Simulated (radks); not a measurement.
Valence configurations of Yb I (all share [Xe]). All-electron calculation, scalar-relativistic Kohn-Sham, PBEsol, spin-unpolarised, spherical densities, point nucleus. Program: a radial shooting solver on a logarithmic mesh with Libxc functionals. Energies are relative to 4f14 6s2; eigenvalues in eV.

valence           E (eV)    e(4f)   e(5d)   e(6p)   e(6s)
4f14 6s2           0.000   -3.065       -       -  -3.938
4f13 5d1 6s2       5.060   -9.642  -1.880       -  -4.592
4f13.5 5d0.5 6s2   1.856   -6.308  -1.314       -  -4.330
4f14 5d2           6.523   -2.833  -0.876       -       -
4f13.5 5d2.5       8.082   -5.289  -1.035       -       -
4f14 6s1 6p1       2.942   -4.651       -  -1.792  -4.825
4f14 5d0.5 6s1.5   1.631   -2.885  -0.664       -  -3.934
4f12.5 5d3.5      14.975  -10.999  -1.407       -       -
4f14 6p2           6.061   -6.096       -  -2.333       -
4f12 5d2 6s2      15.825  -16.722  -2.942       -  -4.938

NIST lists [Xe] 4f14 6s2 as the ground configuration; this level of theory agrees among the configurations tried. The energies are those of spherical spin-averaged densities, not of single terms.
